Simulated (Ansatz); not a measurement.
A nudged elastic band was laid between two geometries of H5NSSi2 (9 atoms, charge 0, multiplicity 1).

Level of theory: RKS PBE-D4/def2-SVP in Ansatz 0.2.0.

```yaml
movable_images: 5
climbing_image: yes
spring: 5.0 eV/Å²
optimiser: quadratic models (default)
start_path: through a guess of the saddle point
force_threshold: 0.05 eV/Å
iteration_limit: 60
end_points: relaxed
```

First end point:

```xyz
9
Properties=species:S:1:pos:R:3
N -0.012 1.442 -0.530
Si -0.101 -0.149 0.118
Si 1.579 -1.684 0.094
S -1.752 -0.180 1.500
H 0.741 1.702 -1.173
H -0.745 2.152 -0.474
H 1.614 -1.664 -1.443
H 0.541 -2.796 0.294
H -1.864 1.176 1.613
```

Last end point:

```xyz
9
Properties=species:S:1:pos:R:3
N 0.337 2.019 -0.045
Si -0.229 0.524 0.236
Si 0.904 -1.274 -0.743
S -1.929 -0.202 1.360
H 0.196 -1.685 -2.005
H -0.123 2.855 0.338
H 2.307 -0.845 -1.053
H 0.905 -2.437 0.211
H -2.367 1.045 1.700
```

Problem. What changes between the two ends?

Solution. Bonds broken: N1–H5. Bonds formed: Si3–H5.

Problem. What energy profile does the band end with?

Solution. It converged. The highest image is number 3 of 0 to 6, 204.2 kJ/mol above the first end and 178.8 kJ/mol above the last; the last end lies 25.4 kJ/mol above the first. Neighbouring images differ by up to 1.6 eV, so the band resolves the path poorly. A vibrational analysis at the climbing image gives one clearly imaginary mode, 120i cm⁻¹: a first-order saddle point. The orbitals stay closed-shell, which can raise the energy where a bond breaks towards radicals; this wasn't checked here.

```tsv
image	path coordinate (Å)	energy (kJ/mol)	N1–H5 (Å)	Si3–H5 (Å)
0	0.00	0.0	1.02	3.71
1	1.22	3.2	1.02	3.61
2	2.45	50.2	1.06	2.85
3	3.67	204.2	2.19	1.88
4	5.16	77.3	2.60	1.48
5	6.65	25.6	3.83	1.50
6	8.14	25.4	4.19	1.50
```

Problem. What is the geometry of the highest image?

Solution. 
```xyz
9
Properties=species:S:1:pos:R:3
N 0.052 1.407 -0.598
Si -0.266 0.180 0.424
Si 1.160 -1.699 0.143
S -1.707 -0.001 2.031
H 1.254 -0.340 -1.151
H -0.400 2.331 -0.602
H 2.000 -0.781 -1.066
H 0.216 -2.285 -0.917
H -2.308 1.188 1.736
```

Run time: 6 min on 2 threads of Arm Neoverse N1, on a shared host, peak memory 0.14 GiB.
